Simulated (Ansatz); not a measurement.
Basis sets compared for Mg3Zn⁺. Charge 1, multiplicity 2. Geometry PBE/def2-TZVP. Ansatz on 4 threads of Arm Neoverse V1 on a shared host; times are rough, and most runs start from earlier orbitals.

Cartesian coordinates in Å:
```
Mg 1.2564 0.8784 0.6455
Mg -0.7696 1.9949 -1.4825
Mg 0.5224 -2.0529 1.5109
Zn -1.0092 -0.8204 -0.6739
```

The structure comes from a short search, and lower isomers may exist.

```tsv
level	functions	energy (Eh)	HOMO (eV)	LUMO (eV)	wall time
PBE/def2-SVP	85	-2378.3070	-7.89	-7.16	1.9 s
PBE0/def2-SVP	85	-2378.3815	-8.42	-6.51	3.1 s
```

Q: Estimate the rows for PBE/def2-TZVP (with forces), PBE0/def2-TZVP.

A: 
| level | functions | energy (Eh) | HOMO (eV) | LUMO (eV) | wall time |
| --- | --- | --- | --- | --- | --- |
| PBE/def2-TZVP (with forces) | 144 | -2378.7843 | -7.92 | -7.19 | 3.2 s |
| PBE0/def2-TZVP | 144 | -2378.8489 | -8.47 | -6.54 | 4.4 s |
